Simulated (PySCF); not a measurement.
## Dipole response of Pt+ (platinum, charge +1)

[Xe] 4f14 5d9, 2D determinant. Computed with PySCF 2.14 in aug-cc-pVTZ-PP with ECP60MDF, with scalar relativity through the core potential. Coupled (time-dependent) response in atomic units; α is the mean over directions.

```tsv
method	mean α (bohr³)	α xx, yy, zz	C₆ (like pair)	S(−4)
UHF	14.66	14.37, 14.37, 15.24	108.2	65.93
PBE	16.97	16.92, 16.92, 17.08	128.9	96.18
PBE0	16.02	15.91, 15.91, 16.25	120.6	82.15
```

S(−4) is the Cauchy moment in α(ω) = α(0) + S(−4) ω² + …

Spin-orbit coupling is absent.

α(iu) at UHF:

```csv
u (hartree),α(iu) (bohr³)
0,14.66
0.0500,14.50
0.100,14.05
0.200,12.65
0.300,11.13
0.500,8.644
0.750,6.542
1.00,5.119
1.50,3.367
2.00,2.370
3.00,1.341
5.00,0.5854
```

A single London oscillator, α(iu) = α/(1 + u²/ω²), gives C₆ = (3/4) ω α². Matching the computed C₆ needs ω = 4 × 108.2 / (3 × 14.66²) = 0.671 hartree.

For an ion, C₆ is the dispersion term alone; charge-induced terms of lower order in 1/R come first.

The components differ because the open shell of this determinant is not spherical; for a pure term their mean is the scalar polarisability.

Energies and moments cover only the electrons outside the core potential. Spin-orbit coupling, absent here, splits the open shell strongly. ⟨S²⟩ = 0.92 against 0.75 shows spin contamination.
